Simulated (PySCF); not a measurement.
BrGaH2O, SMILES [OH][GaH][Br].

Geometry: TPSSh-D3(BJ)/def2-SVP. One conformer was computed; it need not be the lowest.

Level of theory: TDDFT-LC-ωPBE/def2-SVPD (PySCF).

Vertical excitations. The molecule is in vacuum. State labels are in the subgroup Cs.

```csv
state,symmetry,energy (eV),λ (nm),f,main pairs
S1,A",6.46,192,0.003,HOMO→LUMO 88 %
S2,A',6.94,179,0.049,"HOMO→LUMO+1 43 %, HOMO→LUMO+2 37 %"
S3,A",7.03,176,0.012,"HOMO−1→LUMO+1 50 %, HOMO−1→LUMO+2 36 %"
S4,A',7.03,176,0.037,HOMO−1→LUMO 82 %
S5,A",7.21,172,0.008,HOMO−2→LUMO 86 %
S6,A',7.76,160,0.006,"HOMO−3→LUMO 60 %, HOMO−2→LUMO+1 16 %"
S7,A",7.77,159,0.078,"HOMO−3→LUMO+1 62 %, HOMO−3→LUMO+3 13 %"
S8,A",8.01,155,0.000,HOMO−4→LUMO 93 %
S9,A',8.35,149,0.146,"HOMO−3→LUMO 30 %, HOMO−2→LUMO+1 27 %, HOMO→LUMO+3 12 %, HOMO→LUMO+1 10 %"
S10,A',8.58,145,0.195,"HOMO→LUMO+2 23 %, HOMO→LUMO+3 23 %, HOMO−2→LUMO+2 18 %, HOMO→LUMO+1 14 %"
T1,A",6.14,202,0,"HOMO→LUMO 67 %, HOMO−2→LUMO 25 %"
T2,A',6.34,196,0,"HOMO→LUMO+2 38 %, HOMO→LUMO+1 38 %"
T3,A',6.39,194,0,HOMO−1→LUMO 83 %
T4,A",6.57,189,0,"HOMO−1→LUMO+1 43 %, HOMO−1→LUMO+2 36 %"
```
Triplets are in the Tamm–Dancoff approximation, which puts them higher than full response would, so one can lie above its singlet here.
